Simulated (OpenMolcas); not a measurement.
**What dynamic correlation does to the levels of Cs**

| Quantity | Value |
| --- | --- |
| Program | OpenMolcas |
| Basis | ANO-RCC-VTZP [8s7p4d2f1g] |
| Scalar Hamiltonian | X2C, point nucleus |
| Active space | 1 electron in 4 orbitals (6s 6p) |
| State averaging | 2S+1 = 2 even, 1 root; 2S+1 = 2 odd, 3 roots |
| Spin-orbit coupling | RASSI with atomic mean-field integrals over the reference wave functions, term energies averaged over their components |

Methods on the same reference wave functions:
A. CASSCF
B. SS-CASPT2, IPEA 0.25 Eh, imaginary shift 0.1 Eh (closed shells correlated: 5s 5p)

Energies in cm-1 above 6s 2S 1/2, the measured ground level; measured values from NIST Handbook of Basic Atomic Spectroscopic Data.

```
     Level     A      B  Measured
 6s 2S 1/2   0.0    0.0       0.0
6p 2P* 1/2  9300  10781     11178
6p 2P* 3/2  9607  11087     11732
```

Deviations, from unrounded energies. A percentage is the sum of absolute deviations over the sum of measured energies, with the sign that they share, or ± where signs differ.

```
           Against measurement  Levels      A     B
mean absolute deviation (cm-1)       2   2000   520
      other configurations (%)       2  -17.5  -4.6
```

B lies closest to measurement on these levels. The largest miss of B in the table is 6p 2P* 3/2, by -650 cm-1. The ranking rests on the paired levels alone, and a cruder setting can come out closer through cancelling errors.

The lowest spin-free term lies below A's lowest term by 0.155 hartree in B.

ANO sets are built for ground and valence states and can reach diffuse excited orbitals poorly. With one active electron the reference holds no correlation, so core polarisation is missing (holds for A). With one active electron, CASPT2 adds the correlation within the correlated inactive shells and between them and that electron, and leaves the splitting within a term as the reference gives it (holds for B). Computed and measured levels are paired by configuration, term and J; levels that our copy of the source lacks, or whose pairing is in doubt (as where it misses far off the trend of its configuration), stay unpaired and out of the deviations. Only configurations of the active space appear.

* marks odd parity.
